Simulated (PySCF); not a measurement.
Vertical excitations of a molecule C2H7NSi from PySCF 2.14.0 with TDA-ωB97X/def2-SVPD, as energy in eV (oscillator strength): 6.39 (0.001), 6.44 (0.002), 7.38 (0.010), 7.69 (0.034), 7.69 (0.021), 7.98 (0.155), 8.23 (0.023), 8.28 (0.070), 8.36 (0.004), 8.53 (0.000). Lowest triplet (TDA): 6.14 eV. Coordinates come from a PBE-D3(BJ)/def2-SVP optimisation. The values are those of a single conformer.

Problem. Which structure fits?
A) C1NC[SiH2]1
B) C/C=N\[SiH3]
C) CN(C)[SiH]
D) C/N=C\[SiH3]

Solution. A, C1NC[SiH2]1
